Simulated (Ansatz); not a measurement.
B$_{2}$ClH$_{6}$NSi, SMILES `B[SiH](Cl)BN`, relaxed with RKS PBE-D4/def2-SVP in the Gaussian-basis code of Ansatz from a rough embedded geometry. The force threshold is 0.03 eV/Å; the program also tests the step.

Charge 0, multiplicity 1.

Start:

```xyz
11

B    -0.926    0.817   -1.587
Si   -0.845    0.625    0.325
Cl    0.048    2.320    1.113
B     0.288   -0.927    0.717
N     1.667   -1.055    0.266
H    -0.014    0.908   -2.274
H    -2.023    0.769   -2.138
H    -2.157    0.477    0.871
H    -0.266   -1.770    1.372
H     2.044   -1.914    0.621
H     2.183   -0.249    0.714
```

(1) How much energy does the relaxation release, and in how many steps? (An estimate is asked.)

(2) Which bonds change most? (Estimate.)

(3) Give the relaxed structure. (Estimate.)

Answers

(1) Computed: 28.64 kcal/mol, in 19 steps, 5 of them rejected.

(2) Ansatz gave: Si2–H8 from 1.428 to 1.511 Å; Si2–B4 from 1.961 to 2.036 Å; B1–Si2 from 1.923 to 1.995 Å; B1–H6 from 1.145 to 1.216 Å.

(3) Computed: 
```xyz
11

B    -1.198    0.852   -1.699
Si   -0.682    0.689    0.221
Cl    0.727    2.168    0.825
B     0.255   -1.093    0.529
N     1.575   -1.023    0.961
H    -0.592    1.537   -2.500
H    -2.115    0.159   -2.105
H    -1.882    0.842    1.127
H    -0.283   -2.170    0.348
H     2.156   -1.839    1.165
H     2.038   -0.122    1.126
```
